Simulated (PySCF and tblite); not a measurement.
Results of a calculation; reference values are marked as such.
Stationary points of C6H12O at GFN2-xTB, in Å:

Structure A

```
 1 C     2.683    0.259   -0.219
 2 O     1.396    0.658   -0.606
 3 C     0.390   -0.315   -0.393
 4 C    -0.100   -0.379    1.072
 5 C    -1.460    0.318    1.073
 6 C    -2.039   -0.050   -0.289
 7 C    -0.841    0.093   -1.224
 8 H     3.350    1.079   -0.475
 9 H     2.750    0.063    0.858
10 H     2.996   -0.646   -0.756
11 H     0.778   -1.296   -0.708
12 H    -0.209   -1.420    1.380
13 H     0.608    0.106    1.742
14 H    -1.322    1.398    1.132
15 H    -2.089    0.000    1.903
16 H    -2.871    0.589   -0.582
17 H    -2.386   -1.085   -0.277
18 H    -0.703    1.137   -1.507
19 H    -0.939   -0.501   -2.130
```

Structure B

```
 1 C     2.114    0.770   -0.117
 2 O     1.723   -0.421   -0.754
 3 C     0.386   -0.852   -0.577
 4 C    -0.061   -1.005    0.893
 5 C    -1.002    0.169    1.155
 6 C    -1.745    0.312   -0.172
 7 C    -0.667    0.074   -1.232
 8 H     3.137    0.952   -0.443
 9 H     1.494    1.625   -0.406
10 H     2.102    0.678    0.975
11 H     0.396   -1.829   -1.071
12 H    -0.607   -1.943    1.001
13 H     0.791   -1.035    1.569
14 H    -0.434    1.076    1.366
15 H    -1.674   -0.018    1.992
16 H    -2.225    1.284   -0.281
17 H    -2.514   -0.459   -0.244
18 H    -0.194    1.014   -1.516
19 H    -1.076   -0.371   -2.137
```

Structure C

```
 1 C     2.350    0.603    0.045
 2 O     1.538    0.083   -0.971
 3 C     0.369   -0.667   -0.638
 4 C    -0.009   -0.794    0.847
 5 C    -1.076    0.273    1.079
 6 C    -1.903    0.196   -0.200
 7 C    -0.853    0.016   -1.300
 8 H     3.130    1.161   -0.473
 9 H     1.810    1.288    0.709
10 H     2.826   -0.184    0.645
11 H     0.536   -1.665   -1.065
12 H    -0.448   -1.780    1.002
13 H     0.842   -0.700    1.517
14 H    -0.616    1.259    1.167
15 H    -1.664    0.084    1.976
16 H    -2.518    1.081   -0.359
17 H    -2.559   -0.675   -0.160
18 H    -0.523    0.984   -1.679
19 H    -1.233   -0.562   -2.140
```

The path came from a restrained scan, a climbing-image band and a saddle search at GFN2-xTB; energies are PBE0/pcSseg-1 + D3(BJ)//GFN2-xTB, thermal terms GFN2-xTB.

**Question.** Which structure is a saddle point, and along which motion?

**Answer.** C: one imaginary mode (127i cm⁻¹ at GFN2-xTB, mostly on O2, C1, H9), along the rotation about the C3–O2 bond (torsion C4–C3–O2–C1 from 80° to -55°, falling).

**Question.** Give their symmetry and energies above the lowest.

**Answer.** A C1, 0.0 kcal/mol; B C1, 2.4 kcal/mol; C C1, 5.5 kcal/mol.
